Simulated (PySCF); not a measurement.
SMILES [Ge]([CH3])([CH3])([O]CC)[O]C, singlet (GFN2-xTB optimised geometry):

```
22

C     -2.507    -0.920     1.748
C     -1.237    -1.749     1.627
O     -0.084    -0.960     1.421
Ge     0.330    -0.011     0.000
C      2.320    -0.011     0.000
C     -0.532     1.802     0.000
O     -0.345    -0.988    -1.346
C     -0.342    -0.633    -2.707
H     -3.348    -1.561     2.002
H     -2.386    -0.164     2.521
H     -2.708    -0.426     0.800
H     -1.054    -2.297     2.558
H     -1.348    -2.469     0.810
H      2.680     0.276     0.981
H      2.708     0.688    -0.735
H      2.686    -1.007    -0.229
H     -1.572     1.737    -0.307
H     -0.489     2.222     0.999
H     -0.009     2.469    -0.678
H     -0.949    -1.374    -3.232
H      0.668    -0.647    -3.122
H     -0.774     0.358    -2.872
```

Level of theory: B3LYP/def2-SVP run with PySCF.

### Question
What are the frontier orbital energies and the dipole moment?

### Answer
HOMO-2 -7.65 eV, HOMO-1 -7.17 eV, HOMO -6.90 eV, LUMO 0.88 eV, LUMO+1 1.74 eV; dipole moment 1.77 D.

On the same geometry PBE/def2-SVP run with PySCF gives HOMO-2 -6.37 eV, HOMO-1 -5.80 eV, HOMO -5.66 eV, LUMO 0.32 eV, LUMO+1 1.04 eV; dipole moment 1.67 D.

Meta-Löwdin charges at B3LYP/def2-SVP: C1 -0.29, C2 0.06, O3 -0.60, Ge4 1.11, C5 -0.50, C6 -0.51, O7 -0.60, C8 -0.06, H9 0.10, H10 0.09, H11 0.09, H12 0.09, H13 0.08, H14 0.12, H15 0.10, H16 0.12, H17 0.11, H18 0.12, H19 0.11, H20 0.10, H21 0.08, H22 0.08.
